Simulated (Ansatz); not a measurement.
Input file for Ansatz (a program for electronic structure): U-r2SCAN/def2-TZVPP on AlCl (SMILES [Al][Cl]), 2S+1 = 1, a spin state set in the input, which need not be the lowest, at the other state's geometry.

Ansatz 0.2 input:
```yaml
crystal:
  periodic: [false, false, false]
  atoms:
    - {symbol: Al, position_ang: [-0.00000000, -0.00000000, -1.20443027]}
    - {symbol: Cl, position_ang: [0.00000000, 0.00000000, 0.92103491]}
basis:
  gaussian:
    orbitals: def2-TZVPP
hamiltonian:
  xc: {name: r2SCAN}
magnetization: {spin_polarized: true, initial_magnetization: 0}
```

The head of its log:

```
WARN ansatz: RAYON_NUM_THREADS=1 ignored (pool sized by the plan → 1); use --threads N
Functional definition: r2SCAN
integrals: 0.02 GiB planned
563 factors; their error is unknown
mean field: 0.23 GiB planned
mean field evaluation 1: about -19119.1517 eV, gradient 1.1e1 eV
mean field evaluation 2: about -19118.2757 eV, gradient 1.7e1 eV
```

**Question.** What total energy does the run end on?

**Answer.** -702.6395 hartree.
